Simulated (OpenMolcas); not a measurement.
Computed transition rates of Cu3+

- Program: OpenMolcas
- Method: SS-CASPT2, IPEA 0.25 Eh, imaginary shift 0.1 Eh (closed shells correlated: 3s 3p)
- Basis: ANO-R3 [7s5p5d3f2g1h]
- Scalar Hamiltonian: X2C, finite nucleus
- Active space: 8 electrons in 5 orbitals (3d)
- State averaging: 2S+1 = 3 even, 10 roots; 2S+1 = 1 even, 15 roots
- Spin-orbit coupling: state interaction with AMFI integrals over the reference wave functions, term energies averaged over their components

Rates come from the transition moments of the reference wave functions (E1 and E2 in the length form). At fixed line strength A goes as λ^-3 for E1 and M1 and as λ^-5 for E2, so a rate at the computed wavelength can be rescaled to the measured one. Measured vacuum wavelengths follow from level energies in Sugar and Musgrove, J. Phys. Chem. Ref. Data 19, 527 (1990). Branching counts decays inside the model space alone, at computed energies, and the table is only a selection of the E2 and M1 lines, drawn from those between levels with measured partners whose computed energy lies within a factor of 1.5 of the measured one.

| Upper | Lower | Type | λ computed (nm) | λ measured (nm) | A computed (s-1) | A rescaled (s-1) | Branching % |
| --- | --- | --- | --- | --- | --- | --- | --- |
| 3d⁸ ³P₀ | 3d⁸ ³P₁ | M1 | 30130 | 30670 | 1.98e-03 | 1.88e-03 | 2.8 |
| 3d⁸ ³P₁ | 3d⁸ ³P₂ | M1 | 21650 | 25000 | 1.99e-03 | 1.29e-03 | 0.6 |
| 3d⁸ ³F₂ | 3d⁸ ³F₃ | M1 | 8301 | 8222 | 6.24e-02 | 6.42e-02 | 100.0 |
| 3d⁸ ³F₃ | 3d⁸ ³F₄ | M1 | 5419 | 5372 | 1.64e-01 | 1.68e-01 | 100.0 |
| 3d⁸ ³P₂ | 3d⁸ ¹D₂ | M1 | 2336 | 2900 | 3.00e-01 |  | 52.5 |
| 3d⁸ ³P₁ | 3d⁸ ¹D₂ | M1 | 2109 | 2598 | 2.50e-01 |  | 73.7 |
| 3d⁸ ¹D₂ | 3d⁸ ³F₂ | M1 | 804.6 | 759.3 | 4.29e-01 |  | 28.7 |
| 3d⁸ ¹D₂ | 3d⁸ ³F₃ | M1 | 733.5 | 695.1 | 1.06e+00 |  | 71.0 |
| 3d⁸ ³P₂ | 3d⁸ ³F₂ | M1 | 598.5 | 601.7 | 1.74e-02 |  | 3.0 |
| 3d⁸ ³P₁ | 3d⁸ ³F₂ | E2 | 582.4 | 587.6 | 1.99e-02 | 1.90e-02 | 5.9 |
| 3d⁸ ³P₁ | 3d⁸ ³F₂ | M1 | 582.4 | 587.6 | 9.13e-03 |  | 2.7 |
| 3d⁸ ³P₀ | 3d⁸ ³F₂ | E2 | 571.3 | 576.5 | 6.96e-02 | 6.65e-02 | 97.2 |
| 3d⁸ ³P₂ | 3d⁸ ³F₃ | M1 | 558.2 | 560.7 | 1.54e-01 |  | 26.9 |
| 3d⁸ ³P₂ | 3d⁸ ³F₃ | E2 | 558.2 | 560.7 | 1.41e-02 | 1.38e-02 | 2.5 |
| 3d⁸ ³P₁ | 3d⁸ ³F₃ | E2 | 544.2 | 548.4 | 5.80e-02 | 5.58e-02 | 17.1 |
| 3d⁸ ³P₂ | 3d⁸ ³F₄ | E2 | 506.1 | 507.7 | 8.48e-02 | 8.35e-02 | 14.8 |
| 3d⁸ ¹G₄ | 3d⁸ ³F₃ | M1 | 402.6 | 399.2 | 3.60e-01 |  | 32.6 |
| 3d⁸ ¹G₄ | 3d⁸ ³F₄ | M1 | 374.8 | 371.6 | 7.42e-01 |  | 67.2 |
| 3d⁸ ¹S₀ | 3d⁸ ³P₁ | M1 | 244.4 | 241.8 | 1.11e+01 |  | 35.7 |
| 3d⁸ ¹S₀ | 3d⁸ ³P₂ | E2 | 241.7 | 239.5 | 1.58e+00 |  | 5.1 |
| 3d⁸ ¹S₀ | 3d⁸ ¹D₂ | E2 | 219 | 221.2 | 1.81e+01 | 1.72e+01 | 58.0 |
| 3d⁸ ¹S₀ | 3d⁸ ³F₂ | E2 | 172.1 | 171.3 | 4.01e-01 |  | 1.3 |

Spin-changing lines and M1 lines between different terms are not rescaled, since their strength hangs on the term gaps too.

The largest correction is for 3d⁸ ³P₁ → 3d⁸ ³P₂ (M1): 1.99e-03 × (21650 / 25000)^3 = 1.29e-03 s-1, a factor of 0.65.

The computed rate and branching of 3d⁸ ³F₃ → 3d⁸ ³F₄ give the upper level a radiative lifetime of 1.000 / 1.64e-01 s-1 = 6.10e+00 s, counting decays inside the model space alone. The rescaled rate gives about 5.9e+00 s.

These are rates of the free ion; in crystals, glasses and complexes forced electric-dipole and non-radiative decay shorten such lifetimes by orders of magnitude. No measured rate stands beside these. Rescaling mends the energy factor alone: line strengths can still be far off where a level mixes with configurations outside the active space, and weak or spin-changing lines hang on small mixing coefficients that depend on the term gaps too, so rescaling need not improve them.

CASPT2 does not keep the components of a term degenerate, so their means are used; among the terms shown or strongly mixed into the levels shown the widest spread is 880 cm-1 (3d⁸ ³F). Measured partners are found by configuration, term and J. A level has none where our copy of the source lacks it or the pairing is in doubt (some pairs that miss far off the trend of their configuration count as doubtful). Only configurations of the active space appear.
